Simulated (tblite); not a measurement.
C₃H₇O, doublet, geometry from GFN2-xTB; GFN1-xTB (tblite 0.6.0).

The tblite input:
```
$ tblite run mol.xyz --method gfn1 --charge 0 --spin 1 --etemp 2000 --json tblite.json --no-restart

# file mol.xyz
11

O     -0.04888471    -0.67223206     0.06807397
C     -0.05570954     0.72754744    -0.05659302
C      1.22552848    -1.23619647    -0.08169678
C     -1.41454210     1.25589409     0.10965413
H      0.63394195     1.17647237     0.69219054
H      0.36058092     1.02033849    -1.04593889
H      1.10629343    -2.31142651     0.03364220
H      1.64551219    -1.02047035    -1.07312140
H      1.92143774    -0.86287170     0.68131421
H     -2.22288454     0.58182199     0.29733567
H     -1.58546504     2.31052188     0.04179988
```

Task: Predict the main parts of the log of this tblite run.

Result: 
```
xTB calculator
 | screened Coulomb repulsion
 | Coulomb electrostatics
 |  * isotropic Klopman-Ohno-Mataga-Nishimoto electrostatics
 |  * onsite third-order electrostatics
 | DFT-D3(BJ) dispersion correction

halogen bonding energy    0.0000000000000E+00 Eh
repulsion energy          1.5054055808191E-01 Eh
dispersion energy        -2.6259174163546E-03 Eh
number of electrons       2.5000000000000E+01 e
integral cutoff           1.9731147476801E+01 bohr

------------------------------------------------------------
  cycle        total energy    energy error   density error
------------------------------------------------------------
      1     -14.63018835615  -1.4778103E+01   5.5223761E-01
      2     -14.72212237463  -9.1934018E-02   3.1798490E-01
      3     -14.72336332404  -1.2409494E-03   7.8941478E-02
      4     -14.72481094394  -1.4476199E-03   5.4736517E-03
      5     -14.72485699351  -4.6049564E-05   1.1695245E-03
      6     -14.72485881491  -1.8214020E-06   3.6522307E-04
      7     -14.72485906290  -2.4799451E-07   5.3641936E-05
      8     -14.72485906796  -5.0581086E-09   3.1833082E-06
------------------------------------------------------------

electronic energy        -1.4872773708627E+01 Eh
total energy             -1.4724859067962E+01 Eh

Post processing:
 | Mayer-Wiberg bond orders

[Info] JSON dump of results written to 'tblite.json'
```
